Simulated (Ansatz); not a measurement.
Reaction (cleavage of the Si–Si bond): `F[Si](F)(Cl)[SiH2]Cl` + `[SiH3]N[SiH2]Cl` → `[SiH3]N([SiH2]Cl)[SiH2]Cl` + `F[SiH](F)Cl`

Computed with Ansatz on PBE0-D4/def2-TZVP structures; ΔE is electronic, products minus reactants. CCSD(T)/CBS adds triple-zeta CCSD(T) − MP2 to the extrapolated MP2 energy (def2 sets, frozen cores). Functionals use def2-TZVPP. B3LYP here is the variant with VWN-RPA as its local correlation; programs differ in this. One conformer a species, not always the lowest.

```csv
level,ΔE (eV)
r2SCAN-D4,-0.71
PBE0-D4,-0.64
B2PLYP,-0.73
r2SCAN,-0.70
B3LYP,-0.59
CCSD/def2-TZVPP,-0.81
MP2/def2-QZVPP,-0.93
SCS-MP2/def2-QZVPP,-0.89
```

(1) What does CCSD(T)/CBS give? (An estimate is asked.)

Largest T1 diagnostic among the species: 0.011.

Answers

(1) Ansatz gave: -0.81 eV. The listed levels differ from it by 0.10, 0.17, 0.08, 0.11, 0.22, 0.00, -0.12, -0.08 eV.

From PBE to PBE0 (25 % exact exchange), in def2-TZVPP and without D4, ΔE moves by −0.10 eV. The D4 term adds −0.11 eV with B3LYP and −0.06 eV with PBE0; it sums over pairs of atoms, weighted by their polarisabilities, and B3LYP, whose exchange is more repulsive, gets the larger term.
